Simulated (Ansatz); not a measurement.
# A basis-limit estimate, worked out

An elementary step of SiH2Cl4O, singlet (SiHCl₃O ([OH][Si]([Cl])([Cl])[Cl]) + HCl → SiCl₄ ([Cl][Si]([Cl])([Cl])[Cl]) + H₂O; bonds formed: Si1–Cl7, O2–H6; bonds broken: Si1–O2, H6–Cl7). “Start” is the structure reached by relaxing down from the saddle towards the reactants; PBE0-D4/def2-TZVP structures. The saddle:

Si1  (-0.579, -0.245, 0.089)
O2  (1.154, -0.101, -0.180)
Cl3  (-0.599, -2.138, -0.797)
Cl4  (-1.177, -0.679, 1.968)
Cl5  (-1.859, 0.731, -1.141)
H6  (1.266, 0.948, 0.111)
Cl7  (0.232, 2.015, 0.893)
H8  (1.562, -0.532, -0.942)
(Å)

Program: Ansatz 0.2.0. Basis: def2-TZVPP and def2-QZVPP. Cores are frozen in the correlated methods.

Energies in eV:

| quantity | saddle | start |
| --- | --- | --- |
| Hartree–Fock, triple zeta (X = 3) | -59952.48242 | -59954.46448 |
| Hartree–Fock, quadruple zeta (X = 4) | -59954.21341 | -59956.20561 |
| MP2 correlation, X = 3 | -31.24582 | -30.59525 |
| MP2 correlation, X = 4 | -34.31193 | -33.58816 |
| CCSD(T) correlation, X = 3 | -34.28138 | -33.74141 |

Problem. Work out the barrier at the basis limit: extrapolate Hartree–Fock as E(X) = E∞ + A exp(−7.88 √X) and the MP2 correlation as E(X) = E∞ + B X^−2.97 (the exponents that Neese and Valeev fitted for def2-TZVPP and QZVPP), then add CCSD(T) − MP2 in triple zeta.

Solution. Each step is linear, so take the differences first (saddle − start): Hartree–Fock 1.98206 (X = 3) and 1.99220 (X = 4); MP2 correlation -0.65057 and -0.72377; CCSD(T) correlation -0.53997.
Two points give E∞ = E(4) + w [E(4) − E(3)], with w = 1/(exp(7.88 (2 − √3)) − 1) = 0.1377 for Hartree–Fock and w = 1/((4/3)^2.97 − 1) = 0.7407 for the correlation.
Hartree–Fock: 1.99220 + 0.1377 × 0.01014 = 1.9936 eV.
MP2 correlation: -0.72377 + 0.7407 × (-0.07320) = -0.7780 eV.
CCSD(T) − MP2: -0.53997 − (-0.65057) = 0.1106 eV.
Sum: 1.9936 + (-0.7780) + 0.1106 = 1.3262 eV, or 30.58 kcal/mol. Plain CCSD(T) in triple zeta gives 1.4421 eV, so the larger basis shifts the result by -0.1159 eV.

No T1 diagnostic of these runs exceeds 0.010.

Hydrogen chloride, the by-product of chloride precursors, can attack films and sites by steps of this kind.

Labels in which every atom is bracketed show which atoms are joined, not bond orders.

For scale, one of the runs: CCSD(T)/def2-TZVPP, 269 basis functions, launched by `ansatz run in.yaml --threads 8 --pin off --events-out ev --progress --plain --max-ram 19148MiB`. Hardware: 8 CPU threads of an Intel Xeon, shared host. Wall time 3 min; peak host memory 6.2 GiB.
